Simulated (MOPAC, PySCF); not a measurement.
C$_{3}$H$_{2}$, SMILES `[C]=C=C` (lower singlet), neutral singlet in the gas phase. This singlet lies 1.26 eV below the relaxed triplet at the level B3LYP-D3(BJ)/def2-TZVP (PySCF).

Cartesian coordinates (Å):
```xyz
5

C      2.0252    -0.0050     0.7261
C      0.7583    -0.0033     0.5417
C     -0.5481    -0.0015     0.3509
H     -1.0937     0.9160     0.1465
H     -1.1318    -0.9175     0.3904
```
Charge 0, multiplicity 1.

All levels are single points at this geometry (B3LYP-D3(BJ)/def2-TZVP); Pople sets use spherical d functions. Orbital energies aren't observables, and empty levels follow the basis.

AM1 in MOPAC gives HOMO (eV) = -10.23.

### Question
Estimate the HOMO (eV) from each of these levels: B3LYP-D3(BJ)/def2-TZVP in PySCF; B3LYP/3-21G in PySCF; B3LYP/6-311+G** in PySCF; B3LYP/6-31G* in PySCF; BP86/6-31G* in PySCF; PBE/6-31G* in PySCF; SVWN5/6-31G* in PySCF; HF/3-21G in PySCF; HF/6-31G* in PySCF; HF/STO-3G in PySCF; PM6 in MOPAC; PM7 in MOPAC.

### Answer

```json
[
 {"level": "B3LYP-D3(BJ)/def2-TZVP in PySCF", "HOMO (eV)": "-7.74"},
 {"level": "B3LYP/3-21G in PySCF", "HOMO (eV)": "-7.35"},
 {"level": "B3LYP/6-311+G** in PySCF", "HOMO (eV)": "-7.77"},
 {"level": "B3LYP/6-31G* in PySCF", "HOMO (eV)": "-7.33"},
 {"level": "BP86/6-31G* in PySCF", "HOMO (eV)": "-6.25"},
 {"level": "PBE/6-31G* in PySCF", "HOMO (eV)": "-6.11"},
 {"level": "SVWN5/6-31G* in PySCF", "HOMO (eV)": "-6.09"},
 {"level": "HF/3-21G in PySCF", "HOMO (eV)": "-10.40"},
 {"level": "HF/6-31G* in PySCF", "HOMO (eV)": "-10.39"},
 {"level": "HF/STO-3G in PySCF", "HOMO (eV)": "-8.41"},
 {"level": "PM6 in MOPAC", "HOMO (eV)": "-9.90"},
 {"level": "PM7 in MOPAC", "HOMO (eV)": "-9.86"}
]
```
